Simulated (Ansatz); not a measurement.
Cost and result for the atomization energy of `[SH][GeH]1[CH2][NH]1` (9 atoms, 9 bonds).

Z-matrix (Å, degrees):
```
Ge
C 1 1.912
N 1 1.860 2 46.5
S 1 2.203 2 124.6 3 -90.6
H 1 1.525 2 121.8 3 103.0
H 2 1.087 1 120.4 3 104.3
H 2 1.089 1 118.0 3 -110.0
H 3 1.013 1 117.7 2 105.4
H 4 1.344 1 91.6 2 35.4
```

The species carries charge 0 and has multiplicity 1. Correlated methods include outer-core shells of Ge, which these sets cover unevenly. Scalar relativity is left out up to krypton. The geometry is a stationary point of PBE0-D4/def2-TZVP. It is one conformer, not always the lowest. Program: Ansatz. All runs use 4 threads of an Arm Neoverse V2 on a shared host. Times are those of one run each, without the atoms' runs, and a repeat can differ threefold. Electronic energies, without spin–orbit coupling; frozen cores. CCSD(T)/CBS adds CCSD(T) − MP2 in def2-TZVPP to the MP2 limit, and its time is that of the two runs behind it. T1 = 0.012. With those shells the extrapolation isn't a true limit. B3LYP takes the VWN-RPA correlation (the form of Gaussian; ORCA's B3LYP/G).

CCSD(T)/CBS is a level of theory with its own doubt, some kJ/mol a heavy atom from the limit and from the frozen cores, so smaller differences don't rank the functionals.

```json
{"level": "PBE-D4/def2-TZVPP (with forces)", "functions": "222", "wall time": "1.9 s", "atomization (kJ/mol)": "2946.7", "difference from CCSD(T)/CBS": "63.7", "per bond": "7.1"}
{"level": "PBE0-D4/def2-TZVPP", "functions": "222", "wall time": "2.5 s", "atomization (kJ/mol)": "2879.8", "difference from CCSD(T)/CBS": "-3.2", "per bond": "-0.4"}
{"level": "B3LYP-D4/def2-TZVPP (with forces)", "functions": "222", "wall time": "3.6 s", "atomization (kJ/mol)": "2862.2", "difference from CCSD(T)/CBS": "-20.8", "per bond": "-2.3"}
{"level": "B2PLYP/def2-TZVPP", "functions": "222", "wall time": "3.9 s", "atomization (kJ/mol)": "2830.7", "difference from CCSD(T)/CBS": "-52.3", "per bond": "-5.8"}
{"level": "r2SCAN-D4/def2-TZVPP (with forces)", "functions": "222", "wall time": "3.9 s", "atomization (kJ/mol)": "2881.2", "difference from CCSD(T)/CBS": "-1.8", "per bond": "-0.2"}
{"level": "ωB97X-V/def2-TZVPP", "functions": "222", "wall time": "6.5 s", "atomization (kJ/mol)": "2895.7", "difference from CCSD(T)/CBS": "12.7", "per bond": "1.4"}
{"level": "ωB97M-V/def2-TZVPP (with forces)", "functions": "222", "wall time": "8.5 s", "atomization (kJ/mol)": "2878.5", "difference from CCSD(T)/CBS": "-4.5", "per bond": "-0.5"}
{"level": "MP2/def2-QZVPP", "functions": "423", "wall time": "15 s", "atomization (kJ/mol)": "2882.4", "difference from CCSD(T)/CBS": "-0.6", "per bond": "-0.1"}
{"level": "CCSD(T)/def2-TZVPP", "functions": "222", "wall time": "84 s", "atomization (kJ/mol)": "2795.3", "difference from CCSD(T)/CBS": "-87.7", "per bond": "-9.7"}
{"level": "CCSD(T)/CBS(def2)", "functions": "–", "wall time": "99 s", "atomization (kJ/mol)": "2883.0", "difference from CCSD(T)/CBS": "0.0", "per bond": "0.0"}
```

In def2-TZVPP, CCSD(T) changes the Hartree–Fock value by +897.9 kJ/mol (the triples alone add +59.9 kJ/mol) and MP2 by +933.7 kJ/mol; breaking electron pairs costs correlation energy, which Hartree–Fock lacks. The D4 term adds +31.4 kJ/mol with B3LYP and +16.4 kJ/mol with PBE0; it sums over pairs of atoms, weighted by their polarisabilities, and B3LYP, whose exchange is more repulsive, gets the larger term. From PBE to PBE0 (25 % exact exchange), in def2-TZVPP and without D4, the atomization energy moves by −63.9 kJ/mol: exact exchange takes away binding that semilocal exchange gives to molecules.
